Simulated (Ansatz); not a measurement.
Aluminium trichloride + CH₃OH → `C[O][Al]([Cl])[Cl]` + HCl  (ligand exchange at the Al–Cl bond)

Computed with Ansatz on PBE0-D4/def2-TZVP structures; ΔE is electronic, products minus reactants. CCSD(T)/CBS is the MP2 limit (def2-TZVPP, def2-QZVPP) plus CCSD(T) − MP2 in def2-TZVPP, frozen cores. This one scheme is used for every species. DFT in def2-TZVPP. One conformer a species, not always the lowest.

| species | ωB97M-V energy (Eh) |
| --- | --- |
| `[Cl][Al]([Cl])[Cl]` | -1623.22016 |
| CH₃OH | -115.71773 |
| `C[O][Al]([Cl])[Cl]` | -1278.13930 |
| HCl | -460.79014 |

(1) Work out ΔE.

Largest T1 diagnostic among the species: 0.010.

## Answers

(1) ΔE = (-1278.13930) + (-460.79014) − (-1623.22016) − (-115.71773) = 0.00845 Eh = +22.2 kJ/mol. CCSD(T)/CBS gives +22.4 kJ/mol.

In def2-TZVPP, CCSD(T) changes the Hartree–Fock value by −6.1 kJ/mol (the triples alone add +0.1 kJ/mol) and MP2 by −4.4 kJ/mol. Leaving LDA and LC-ωPBE aside and taking each functional with its dispersion term where it has one, the values, not all of them listed here, spread over 12.0 kJ/mol, from CAM-B3LYP-D4 to HSE06-D4. LDA lies −7.4 kJ/mol from PBE without D4.
